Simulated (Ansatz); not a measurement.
Basis-set extrapolation for `C=C[SiH]Cl` radical (PBE0-D4/def2-TZVP geometry, frozen core, Ansatz). Multiplicity 2, UHF reference.

```tsv
	def2-TZVPP	def2-QZVPP
HF	-826.546884	-826.572147
MP2 correlation	-0.600649	-0.648985
CCSD(T) correlation	-0.682838	not run
```

Energies in hartree. Use E(X) = E(∞) + A·exp(−7.88·√X) for Hartree–Fock and E(X) = E(∞) + B·X^(−2.97) for correlation, with X = 3 and 4, and add CCSD(T) minus MP2 of the smaller set to the MP2 limit.

Question: What is the CCSD(T) energy at the basis-set limit?

Answer: HF limit: -826.572147 + (-0.025263) × 0.13774 = -826.57563. MP2 limit: -0.648985 + (-0.048336) × 0.74074 = -0.68479. Higher-order term: -0.682838 − (-0.600649) = -0.08219. Total: -827.34261 hartree, 3.07 eV below CCSD(T)/def2-TZVPP.

The UHF reference is spin-contaminated (⟨S²⟩ = 0.87, T1 = 0.026).
